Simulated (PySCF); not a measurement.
# Reading the logs of faulty runs: H6O2Si2

These are calculations, not measurements. The program is PySCF 2.14.0, an open-source quantum chemistry code, run on an isolated molecule that a program drew, which may never have been made. The molecule is H6O2Si2 (charge 0, singlet), drawn as the SMILES string `O[SiH2]O[SiH3]`.

Each row is a Hartree-Fock (HF) and frozen-core CCSD(T) single point in the cc-pV(D+d)Z basis, meant for a local HF minimum. Run 1 is clean. Each other run has one planted mistake out of seven kinds, and not every kind appears here: one electron removed, one electron added, multiplicity raised by two, geometry at a saddle point, minimal basis STO-3G, one bond length entered in bohr, all coordinates scaled. The reference is restricted for singlets and unrestricted otherwise, and also for a bond in bohr. Adding or removing an electron swaps singlet and doublet. Electrons count all cores. HOMO and LUMO are orbital energies over both spins, the gradient is its largest component, and the lowest frequency (negative if imaginary) is given only where the gradient is small. Bond lengths are over the 9 bonds as drawn. T1 is the CCSD diagnostic: over 0.02 (restricted) or 0.045 (unrestricted) a single reference is doubtful.

Geometry of the clean run:
```xyz
10
H6O2Si2, angstrom
O     0.2067   -2.2407    0.4312
Si   -0.7778   -0.9632    0.1096
O     0.1762    0.2242   -0.4614
Si    1.6916    0.7399   -0.8460
H    -0.1486   -3.0389    0.7908
H    -1.7836   -1.3197   -0.9084
H    -1.4574   -0.5063    1.3365
H     2.5610    0.7114    0.3484
H     2.2745   -0.1201   -1.8964
H     1.5882    2.1249   -1.3457
```

```
run,electrons,basis functions,<S^2>,HOMO (eV),LUMO (eV),gradient (hartree/bohr),lowest frequency (cm^-1),mean bond (Å),longest bond (Å),T1,HF (hartree),CCSD(T) (hartree),mistake
1,50,104,0.000,-11.89,4.09,6.9e-06,40,1.4715,1.646,0.0115,-731.23216,-731.85866,no fault
2,50,104,2.012,-2.78,-2.03,1.4e-01,-,1.4715,1.646,0.0630,-730.92863,-731.56604,multiplicity raised by two
3,49,104,0.771,-17.59,-8.36,1.0e-01,-,1.4715,1.646,0.0761,-730.84464,-731.46046,one electron removed
4,50,104,1.008,-8.39,1.24,3.4e-02,-,1.6342,3.111,0.0573,-731.06791,-731.65951,one bond length entered in bohr
5,51,104,0.757,3.17,8.10,6.6e-02,-,1.4715,1.646,0.0279,-731.09747,-731.74988,?
6,50,34,0.000,-8.26,11.74,3.9e-02,-,1.4715,1.646,0.0104,-722.42583,-722.61449,?
```

**Which mistake was planted in run 5, and what did it cost?**

It counts 51 electrons, one more than the clean run, at the same geometry and basis. So the mistake is: one electron added. Subtracting run 1 and multiplying by 627.51 kcal/mol a hartree, the energy moved by 84.5 kcal/mol in HF and 68.3 kcal/mol in CCSD(T).

**Which mistake was planted in run 6, and what did it cost?**

It has 34 basis functions where the clean run has 104, with the same electrons and geometry. So the mistake is: minimal basis STO-3G. Subtracting run 1 and multiplying by 627.51 kcal/mol a hartree, the energy moved by 5526.1 kcal/mol in HF and 5800.8 kcal/mol in CCSD(T).

Cautions from the logs. Run 2: T1 is over the limit, so its CCSD(T) energy is less reliable; run 3: T1 is over the limit, so its CCSD(T) energy is less reliable; run 4: T1 is over the limit, so its CCSD(T) energy is less reliable; run 5: the HOMO is above zero, so the electron isn't bound and the energy depends on the basis.
